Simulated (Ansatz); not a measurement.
```xyz
21

C    -0.353   -3.115    0.310
Se   -1.096   -1.560    1.235
Si    0.000    0.000    0.000
Se    2.258   -0.233    0.083
C     2.412   -0.060    2.026
Se   -0.441   -0.162   -2.222
C    -2.379    0.053   -2.065
Se   -0.721    1.955    0.904
C     0.320    3.123   -0.271
H    -0.787   -3.991    0.788
H     0.730   -3.123    0.419
H    -0.628   -3.083   -0.742
H     1.849   -0.854    2.510
H     3.472   -0.152    2.257
H     2.040    0.913    2.338
H    -2.776   -0.001   -3.077
H    -2.606    1.020   -1.621
H    -2.789   -0.749   -1.454
H     0.093    4.143    0.033
H     1.381    2.917   -0.147
H     0.022    2.961   -1.305
```

Charge 0, multiplicity 1.

(1) List the r2SCAN/def2-TZVPP orbital energies in eV (Ansatz 0.2.0). (An estimate is asked.)

## Answers

(1) Ansatz gave: Occupied: -12333.97, -12333.97, -12333.97, -12333.97, -1792.47, -1574.62, -1574.62, -1574.62, -1574.62, -1411.86, -1411.86, -1411.86, -1411.86, -1411.84, -1411.84, -1411.84, -1411.84, -1411.79, -1411.79, -1411.79, -1411.79, -273.81, -273.81, -273.81, -273.81, -210.73, -210.73, -210.73, -210.73, -154.20, -154.20, -154.20, -154.20, -154.09, -154.09, -154.09, -154.09, -153.91, -153.91, -153.91, -153.91, -142.72, -97.59, -97.58, -97.58, -54.56, -54.56, -54.56, -54.56, -54.54, -54.54, -54.54, -54.54, -54.40, -54.40, -54.40, -54.40, -54.33, -54.33, -54.33, -54.33, -54.30, -54.30, -54.30, -54.30, -20.06, -19.60, -19.59, -19.50, -17.00, -16.35, -16.03, -16.03, -12.20, -11.17, -11.16, -11.00, -10.88, -10.73, -10.73, -10.61, -10.38, -9.90, -8.86, -8.65, -8.64, -7.83, -7.83, -7.23, -5.96, -5.95, -5.84, -5.54. Lowest empty: -1.50, -0.88, -0.36, -0.35, -0.25, 0.87, 0.89, 0.89.
